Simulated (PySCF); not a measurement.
Vertical excitations of a molecule C2H8BNO from TDA-M06-2X/def2-SVPD in PySCF, as energy in eV (oscillator strength): 7.02 (0.031), 8.00 (0.215), 8.12 (0.023), 8.25 (0.029), 8.28 (0.002), 8.62 (0.024), 8.92 (0.063), 9.03 (0.041), 9.06 (0.014), 9.28 (0.040). Lowest triplet (TDA): 6.64 eV. The structure is a stationary point at ωB97X-D3(BJ)/def2-SVP. The values are those of a single conformer.

### Question
Identify the compound among the candidates.
(A) CN(C)BO
(B) CCOBN
(C) COB(C)N
(D) CNB(C)O

### Answer
B, CCOBN
